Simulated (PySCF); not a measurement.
Electron correlation in Cr (chromium, neutral)

[Ar] 3d4 4s1 4p1, one real determinant (an excited configuration). Calculation: PySCF 2.14, in x2c-TZVPPall (6s5p4d2f1g, 64 functions); the spin-free X2C one-electron Hamiltonian (Gaussian nucleus). Frozen: [Ar]; 6 electrons correlated.

```csv
level,correlation energy (mhartree)
CCSD,-66.48
(T),-1.02
CCSD(T),-67.50
```

Diagnostics: T1 = 0.063, D1 = 0.2170, largest double amplitude 0.036.

Question: Is a single reference adequate?

Answer: Largely. T1 is above 0.03 while the doubles stay small, so the singles mainly relax the orbitals.

The basis was made for the ground configuration and has no added diffuse functions, which can raise the energy of the promoted electron.

The reference is one real determinant that mixes LS terms of this configuration.
